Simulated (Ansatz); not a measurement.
Geometry optimisation, RKS B3LYP-D4/STO-3G in Ansatz.

The input (input.yaml):

```yaml
crystal:
  periodic: [false, false, false]
  atoms:
    - { symbol: Si, position_ang: [0.2154, -2.6882, -1.2234] }
    - { symbol: Si, position_ang: [1.148, -1.0169, 0.0773] }
    - { symbol: C, position_ang: [0.9058, 0.6824, -0.6438] }
    - { symbol: Si, position_ang: [-0.713, 1.2882, -0.3402] }
    - { symbol: Si, position_ang: [-1.1211, 1.9405, 1.8337] }
    - { symbol: H, position_ang: [0.6721, -2.5266, -2.6318] }
    - { symbol: H, position_ang: [0.5061, -3.9957, -0.7026] }
    - { symbol: H, position_ang: [-1.2709, -2.4534, -1.2591] }
    - { symbol: H, position_ang: [0.6482, -1.0563, 1.5174] }
    - { symbol: H, position_ang: [2.6122, -1.2946, 0.178] }
    - { symbol: H, position_ang: [1.1462, 0.6695, -1.6823] }
    - { symbol: H, position_ang: [1.6761, 1.3803, -0.1595] }
    - { symbol: H, position_ang: [-1.8298, 0.2732, -0.7553] }
    - { symbol: H, position_ang: [-1.0471, 2.4599, -1.2059] }
    - { symbol: H, position_ang: [-1.0108, 0.7699, 2.7749] }
    - { symbol: H, position_ang: [-2.468, 2.582, 2.0291] }
    - { symbol: H, position_ang: [-0.0883, 2.9853, 2.2338] }
basis:
  gaussian: { orbitals: STO-3G }
hamiltonian:
  xc: b3lyp
  dispersion: d4
relax:
  f_tol: 0.015
  max_steps: 40
```

Command:

```bash
$ ansatz run input.yaml --threads 1 --pin off --max-ram 2048MiB --backend cpu --events-out ev --progress --plain --runs-dir out
```

Task: Where does it end, and by what steps?

Result: The forces met the threshold. The force dipped under the threshold on the way, but the program's further checks kept it going. Limits of this set-up: minimal basis. After 22 steps the energy has fallen by 0.964 eV; H8 moved furthest, 1.10 Å.

```json
{"step": "0", "energy less start (eV)": "0.0000", "largest force component (eV/Å)": "6.062", "accepted": "yes"}
{"step": "1", "energy less start (eV)": "-0.7982", "largest force component (eV/Å)": "1.781", "accepted": "yes"}
{"step": "2", "energy less start (eV)": "-0.9238", "largest force component (eV/Å)": "0.649", "accepted": "yes"}
{"step": "3", "energy less start (eV)": "-0.9400", "largest force component (eV/Å)": "0.054", "accepted": "yes"}
{"step": "4", "energy less start (eV)": "-0.9439", "largest force component (eV/Å)": "0.016", "accepted": "yes"}
{"step": "5", "energy less start (eV)": "-0.8896", "largest force component (eV/Å)": "0.570", "accepted": "no"}
{"step": "6", "energy less start (eV)": "-0.9454", "largest force component (eV/Å)": "0.006", "accepted": "yes"}
{"step": "7", "energy less start (eV)": "-0.9483", "largest force component (eV/Å)": "0.033", "accepted": "yes"}
{"step": "8", "energy less start (eV)": "-0.9495", "largest force component (eV/Å)": "0.111", "accepted": "yes"}
{"step": "9", "energy less start (eV)": "-0.9498", "largest force component (eV/Å)": "0.153", "accepted": "yes"}
{"step": "10", "energy less start (eV)": "-0.9530", "largest force component (eV/Å)": "0.082", "accepted": "yes"}
{"step": "11", "energy less start (eV)": "-0.9552", "largest force component (eV/Å)": "0.005", "accepted": "yes"}
{"step": "12", "energy less start (eV)": "-0.9577", "largest force component (eV/Å)": "0.034", "accepted": "yes"}
{"step": "13", "energy less start (eV)": "-0.9583", "largest force component (eV/Å)": "0.179", "accepted": "yes"}
{"step": "14", "energy less start (eV)": "-0.9604", "largest force component (eV/Å)": "0.102", "accepted": "yes"}
{"step": "15", "energy less start (eV)": "-0.9617", "largest force component (eV/Å)": "0.004", "accepted": "yes"}
{"step": "16", "energy less start (eV)": "-0.9623", "largest force component (eV/Å)": "0.035", "accepted": "yes"}
{"step": "17", "energy less start (eV)": "-0.9607", "largest force component (eV/Å)": "0.131", "accepted": "no"}
{"step": "18", "energy less start (eV)": "-0.9632", "largest force component (eV/Å)": "0.029", "accepted": "yes"}
{"step": "19", "energy less start (eV)": "-0.9630", "largest force component (eV/Å)": "0.055", "accepted": "no"}
{"step": "20", "energy less start (eV)": "-0.9636", "largest force component (eV/Å)": "0.021", "accepted": "yes"}
{"step": "21", "energy less start (eV)": "-0.9637", "largest force component (eV/Å)": "0.034", "accepted": "yes"}
{"step": "22", "energy less start (eV)": "-0.9640", "largest force component (eV/Å)": "0.010", "accepted": "yes"}
```

```xyz
17
Properties=species:S:1:pos:R:3
Si -0.041 -2.443 -0.721
Si 1.428 -0.895 0.012
C 1.108 0.806 -0.731
Si -0.645 1.465 -0.527
Si -1.322 1.454 1.625
H -0.136 -2.436 -2.162
H 0.354 -3.771 -0.313
H -1.363 -2.197 -0.193
H 1.343 -0.786 1.452
H 2.781 -1.301 -0.301
H 1.346 0.780 -1.803
H 1.813 1.519 -0.282
H -1.534 0.646 -1.322
H -0.712 2.806 -1.066
H -1.518 0.105 2.102
H -2.573 2.161 1.782
H -0.349 2.086 2.486
```

Whether the end is a true minimum wasn't checked by a vibrational analysis.

The run took 84 s on 1 thread of Arm Neoverse V2 (shared host), peak memory 0.14 GiB.
